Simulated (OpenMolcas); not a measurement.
A calculation on Se²⁺.

* Program: OpenMolcas 26.06
* Method: MS-RASPT2, IPEA 0.25 Eh, imaginary shift 0.1 Eh (closed shells correlated: 3d)
* Basis: ANO-RCC-VQZP [7s6p4d2f1g]
* Scalar Hamiltonian: DKH2, point nucleus
* Active space: 4 electrons in 9 orbitals (RAS2 4s 4p; RAS3 4d, at most 2 electrons)
* State averaging: 2S+1 = 3 even, 6 roots; 2S+1 = 1 even, 12 roots; 2S+1 = 5 odd, 1 root; 2S+1 = 3 odd, 8 roots; 2S+1 = 1 odd, 8 roots
* Spin-orbit coupling: RASSI with atomic mean-field integrals over the reference wave functions, term energies averaged over their components

(1) Which level of the active space comes out lowest?

(2) How high does 4s 4p3 5S* 2 lie?

(3) How high does 4s2 4p2 1S0 lie?

(4) How high does 4s 4p3 3P* 2 lie?

Measured values: Moore, Atomic Energy Levels, vol. II, NSRDS-NBS 35 (1971 reprint of NBS Circular 467, 1952).

Answers

(1) 4s2 4p2 3P0, with 99 % of that term; it is also the measured ground level.

(2) 65040 cm-1 above the lowest level.

(3) 28040 cm-1 above the lowest level.

(4) 104820 cm-1 above the lowest level; measured 106515 cm-1 above the ground level, so the calculation is off by -2 %.

The run also gave levels led by 4s 4p2 4d, 4s2 4p 4d, which use shells meant for correlation; these and all levels above them are left out. Some terms mix strongly with configurations of 4d, whose occupation reaches 0.19 (4s 4p3 3D*, 4s 4p3 3P*). Measured partners are found by configuration, term and J. A level has none where our copy of the source lacks it or the pairing is in doubt (some pairs that miss far off the trend of their configuration count as doubtful), and it then counts in no deviation. Only configurations of the active space appear.

* marks odd parity.
